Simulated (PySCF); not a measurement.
Compound: C6H11As.
SMILES with atom numbers: `[CH2:1]=[CH:2][C@@H:3]1[CH2:4][CH2:5][CH2:6][AsH:7]1` (hydrogens: H8, H9 on C1; H10 on C2; H11 on C3; H12, H13 on C4; H14, H15 on C5; H16, H17 on C6; H18 on As7)

Theory: TDDFT PBE0/def2-SVPD, vertical, gas phase, core orbitals frozen in the response (PySCF 2.14.0, density-fitted response routines). The structure is a single GFN2-xTB conformer in the gas phase; no vibrational or solvent corrections. The PBE0/def2-SVPD calculation is non-relativistic and has no spin–orbit coupling, an omission that weighs most on arsenic.

Frontier orbitals with the atoms that hold most of them (Löwdin shares over 4%, at most four atoms; ? is withheld):

| orbital | ε (eV) | atoms |
| --- | --- | --- |
| HOMO-3 | -9.09 | C3 19%, C2 15%, As7 14%, C4 11% |
| HOMO-2 | -8.83 | C6 26%, As7 25%, H18 12%, C3 8% |
| HOMO-1 | -7.18 | ? |
| HOMO | ? | As7 48%, C3 14%, C1 9%, C2 6% |
| LUMO | 0.00 | ? |
| LUMO+1 | 0.38 | As7 34%, H18 12%, C3 10%, C6 7% |
| LUMO+2 | 0.63 | As7 19%, C1 16%, C6 12%, C2 11% |

**Question.** Which atoms hold the HOMO-1, and with what shares?

**Answer.** As7 (bonded to 2 C and H) 24%; C1 (bonded to C and 2 H) 24%; C2 (bonded to 2 C and H) 22%; C6 (bonded to As, C and 2 H) 9%. By element: carbon 54% or more, arsenic 24%.

**Question.** Give the leading atoms of the LUMO.

**Answer.** As7 (bonded to 2 C and H) 24%; C2 (bonded to 2 C and H) 19%; C1 (bonded to C and 2 H) 18%; H18 (bonded to As) 8%. By element: carbon 37% or more, arsenic 24%, hydrogen 8% or more.

**Question.** What is the HOMO energy, and the HOMO–LUMO gap?

**Answer.** ε(HOMO) = -6.84 eV; the gap is 6.85 eV (0.2517 hartree).

**Question.** How does S1 compare with the orbital gap of 6.85 eV?

**Answer.** S1 is at 5.75 eV (f = 0.072), 1.10 eV below the gap, made of HOMO→LUMO (90%). Without the coupling terms of the response equations the lowest excitation would equal the gap.

**Question.** One configuration dominates each of S1 and S2. Which, and how do the shares of the two leading atoms of either orbital change from the occupied to the empty one?

**Answer.** 
- S1 (5.75 eV, f 0.072), HOMO→LUMO (90%): As7 48% → 24%, C3 14% → at most 8%, C2 6% → 19%
- S2 (6.10 eV, f 0.023), HOMO→LUMO+1 (78%): As7 48% → 34%, C3 14% → 10%, H18 at most 7% → 12%

Löwdin shares depend on the basis, the more so with diffuse functions.
